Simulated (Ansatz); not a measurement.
`BB1CN1` + `C[SiH2]O` → `BO[SiH2]C` + `B1CN1` at 298.15 K and 1 bar (cleavage of the B–B bond).

Gas-phase electronic energies from Ansatz, PBE0-D4/def2-TZVP geometries. CCSD(T)/CBS adds triple-zeta CCSD(T) − MP2 to the extrapolated MP2 energy (def2 sets, frozen cores). This one scheme is used for every species. One conformer a species, not always the lowest.

```
    species  CCSD(T)/CBS energy (Eh)  H − E (kJ/mol)  S (J/(mol·K))
   `BB1CN1`               -145.29038           188.6          294.7
 `C[SiH2]O`               -405.96945           193.7          296.5
`BO[SiH2]C`               -431.39483           229.2          330.8
    `B1CN1`               -119.91915           153.4          254.8
```

H − E and S are ideal-gas, rigid-rotor, harmonic terms from PBE0-D4/def2-TZVP, for one conformer and one mirror image of each species. 1 Eh = 2625.50 kJ/mol, R = 8.31446 J/(mol·K).

Task: By hand: ΔE, ΔH, ΔS and ΔG.

Result: ΔE = (-431.39483) + (-119.91915) − (-145.29038) − (-405.96945) = -0.05415 Eh = -142.2 kJ/mol. Δ(H − E) = 229.2 + 153.4 − 188.6 − 193.7 = 0.3, so ΔH = -141.9 kJ/mol. ΔS = 330.8 + 254.8 − 294.7 − 296.5 = -5.6 J/(mol·K). ΔG = -141.9 − 298.15 × (-5.6)/1000 = -140.2 kJ/mol.

Task: By hand: the equilibrium constant, and the temperature at which ΔG would vanish if ΔH and ΔS stayed fixed.

Result: log₁₀ K = −ΔG/(RT ln 10) = 24.6. ΔG = 0 at ΔH/ΔS = 25339 K, far beyond where these terms or the molecules hold.

The number of gas molecules stays the same, so ΔS is small and ΔH decides. A doubt of 5 kJ/mol in ΔE shifts log₁₀ K by 0.9 here. Other conformers and mirror images would add mixing entropy, several J/(mol·K) or more a flexible species. Modes under 60 cm⁻¹, often nearly free rotors, make the harmonic entropy too high. These are equilibria of isolated gas molecules and say nothing of rates. Largest T1 diagnostic: 0.015 (customary marks: 0.02 for closed shells, 0.045 for open ones).
